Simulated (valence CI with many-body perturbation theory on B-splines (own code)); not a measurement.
## W LXIX: E2, E3, M2 decay

Method: configuration interaction combined with many-body perturbation theory (CI+MBPT): four valence electrons over a frozen Dirac-Fock core [He], radial functions for each j: 11 s, 11 p, 10 d, 8 f, 5 g, 2 h, with the one-electron correlation potential Σ1, the two-electron term Σ2, the three-electron term Σ3, Breit, model QED; selected CI, second order for the rest, scaled by the run's own slope (own B-spline code, finite nucleus).

No measured spectrum was set against this ion. As an estimate, large intervals hold to a few tenths of a per cent, small ones and those within an open d or f shell to about a per cent. Among the levels kept, up to 1300 cm⁻¹ of a level comes from second order outside the variational space, and about a tenth of that is noise between levels of different J, which matters for small intervals.

Lines 51 to 87 of 87 in falling wavelength, among levels below 14489 eV, chosen from the decays that carry over 1 % of a level's rate. Wavelengths and rates use the calculated energies. Electric multipoles are in the length gauge, E1 and E2 with the static RPA response of the core. Weak lines are less certain than strong ones. Lines between different terms over intervals too small for the method are left out, as are lines whose strength nearly cancels. The highest levels of a list are the least certain.

Levels are named by their leading jj configuration (3d3/2^4 stands for four electrons in 3d with j = 3/2), which in mixed levels can hold well under half, so a name can repeat and another be missing. Letters in brackets count levels of one name in rising energy.

```csv
λ vac (nm),Upper,Lower,Type,A (s⁻¹),Branch %
0.1132,(2s^2 2p3/2 3p3/2) J=1,(2s^2 2p1/2 2p3/2) J=2,E2,1.55e+12,10.8
0.1132,(2s 2p3/2^2 3p3/2) J=4,(2s 2p1/2 2p3/2^2) J=2 [a],E2,1.24e+12,19.3
0.1130,(2s^2 2p3/2 3p3/2) J=3,(2s^2 2p1/2 2p3/2) J=1,E2,1.08e+12,10.1
0.1130,(2s^2 2p3/2 3p3/2) J=1,(2s^2 2p1/2 2p3/2) J=1,E2,1.79e+11,1.3
0.1129,(2s^2 2p3/2 3p3/2) J=2,(2s^2 2p1/2 2p3/2) J=2,E2,1.26e+12,10.2
0.1127,(2s^2 2p3/2 3p3/2) J=2,(2s^2 2p1/2 2p3/2) J=1,E2,5.43e+11,4.4
0.1126,(2s^2 2p3/2 3p3/2) J=0,(2s^2 2p1/2 2p3/2) J=2,E2,1.77e+12,12.0
0.1118,(2s 2p1/2 2p3/2 3d5/2) J=5,(2s 2p1/2^2 2p3/2) J=2,E3,1.18e+10,7.7
0.1117,(2s 2p3/2^2 3d5/2) J=5,(2s 2p1/2 2p3/2^2) J=3,M2,3.10e+10,1.2
0.1113,(2s^2 2p3/2 3d5/2) J=4,(2s^2 2p1/2 2p3/2) J=2,M2,4.77e+10,13.5
0.1113,(2s^2 2p3/2 3d5/2) J=4,(2s^2 2p1/2 2p3/2) J=2,E3,4.73e+09,1.3
0.1111,(2s^2 2p3/2 3d5/2) J=4,(2s^2 2p1/2 2p3/2) J=1,E3,8.23e+09,2.3
0.1101,(2p1/2^2 2p3/2 3d3/2) J=2,(2s 2p1/2^2 2p3/2) J=1,E2,3.42e+12,2.0
0.1100,(2p1/2^2 2p3/2 3d3/2) J=3,(2s 2p1/2^2 2p3/2) J=1,E2,4.67e+12,7.3
0.1100,(2s 2p1/2 2p3/2 3d3/2) J=4,(2s^2 2p1/2 2p3/2) J=2,E2,5.37e+12,20.3
0.1099,(2s 2p1/2^2 3d3/2) J=2,(2s^2 2p1/2^2) J=0,E2,5.99e+12,2.1
0.1094,(2s 2p1/2 2p3/2 3d5/2) J=4 [a],(2s^2 2p1/2 2p3/2) J=2,E2,6.17e+11,1.5
0.1093,(2s 2p1/2 2p3/2 3d3/2) J=3 [c],(2s^2 2p1/2 2p3/2) J=2,E2,3.24e+12,2.7
0.1093,(2p1/2^2 2p3/2 3d3/2) J=2,(2s 2p1/2^2 2p3/2) J=2,E2,6.22e+12,3.6
0.1092,(2p1/2^2 2p3/2 3d3/2) J=3,(2s 2p1/2^2 2p3/2) J=2,E2,4.88e+12,7.6
0.1091,(2p1/2^2 2p3/2 3d3/2) J=1,(2s 2p1/2^2 2p3/2) J=2,E2,8.85e+12,2.0
0.1091,(2p1/2^2 2p3/2 3d3/2) J=0,(2s 2p1/2^2 2p3/2) J=2,E2,9.60e+12,29.0
0.1090,(2s 2p3/2^2 3d5/2) J=4 [a],(2s^2 2p3/2^2) J=2,E2,4.15e+12,46.3
0.1090,(2p1/2 2p3/2^2 3d3/2) J=1,(2s 2p1/2 2p3/2^2) J=2 [a],E2,7.85e+12,3.1
0.1089,(2p1/2 2p3/2^2 3d3/2) J=2,(2s 2p1/2 2p3/2^2) J=2 [a],E2,6.83e+12,3.4
0.1089,(2p1/2 2p3/2^2 3d3/2) J=0,(2s 2p1/2 2p3/2^2) J=2 [a],E2,8.46e+12,2.0
0.1089,(2p1/2 2p3/2^2 3d3/2) J=3,(2s 2p1/2 2p3/2^2) J=2 [a],E2,4.17e+12,1.1
0.1086,(2s 2p3/2^2 3d5/2) J=1 [a],(2s^2 2p3/2^2) J=2,E2,1.34e+13,1.1
0.1083,(2s 2p3/2^2 3d5/2) J=2 [b],(2s^2 2p3/2^2) J=0,E2,1.18e+13,3.6
0.1082,(2p1/2^2 2p3/2 3d5/2) J=4,(2s 2p1/2^2 2p3/2) J=2,E2,9.80e+12,55.0
0.1082,(2s 2p1/2 2p3/2 3d5/2) J=4 [c],(2s^2 2p1/2 2p3/2) J=2,E2,6.84e+12,1.3
0.1081,(2s 2p1/2 2p3/2 3d5/2) J=3 [c],(2s^2 2p1/2 2p3/2) J=1,E2,6.91e+12,1.7
0.1079,(2s 2p3/2^2 3d5/2) J=4 [b],(2s^2 2p3/2^2) J=2,E2,8.82e+12,15.7
0.1079,(2s 2p3/2^2 3d5/2) J=3 [b],(2s^2 2p3/2^2) J=2,E2,2.11e+12,5.4
0.09594,(2s^2 2p1/2 4f7/2) J=4,(2s^2 2p1/2 2p3/2) J=2,E2,6.05e+12,2.0
0.09580,(2s^2 2p1/2 4f7/2) J=3,(2s^2 2p1/2 2p3/2) J=1,E2,5.43e+12,1.7
0.08651,(2s^2 2p1/2 4f5/2) J=2,(2s^2 2p1/2^2) J=0,E2,6.02e+12,1.8
```
